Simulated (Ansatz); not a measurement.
```yaml
crystal:
  periodic: [false, false, false]
  atoms:
    - {symbol: C, position_ang: [-0.084117, 1.008717, -1.211997]}
    - {symbol: Sc, position_ang: [0.013092, -0.406981, 0.470187]}
    - {symbol: O, position_ang: [1.349958, -1.705430, 0.370995]}
    - {symbol: O, position_ang: [-1.221152, -0.156161, 1.848011]}
    - {symbol: H, position_ang: [0.104148, 0.524550, -2.178526]}
    - {symbol: H, position_ang: [0.687000, 1.785681, -1.107748]}
    - {symbol: H, position_ang: [-1.045305, 1.530667, -1.283988]}
    - {symbol: H, position_ang: [1.971704, -2.419672, 0.470739]}
    - {symbol: H, position_ang: [-1.775309, -0.161370, 2.622327]}
basis:
  gaussian: {orbitals: def2-mTZVP}
hamiltonian: {xc: {name: HF}}
correlation: {method: mp2, frozen_orbitals: {C: 9}}
accuracy: high
output: {forces: true}
```

```sh
$ ansatz run in.yaml --threads 4 --pin off --events-out ev --progress --plain --max-ram 10444MiB
```

It prints (some lines left out):

```
Functional definition: HF
Error: "frozen_orbitals" has no count for Sc
```

In this input frozen orbitals are typed for one element alone, and the program wants a count for each. The program refused the input.
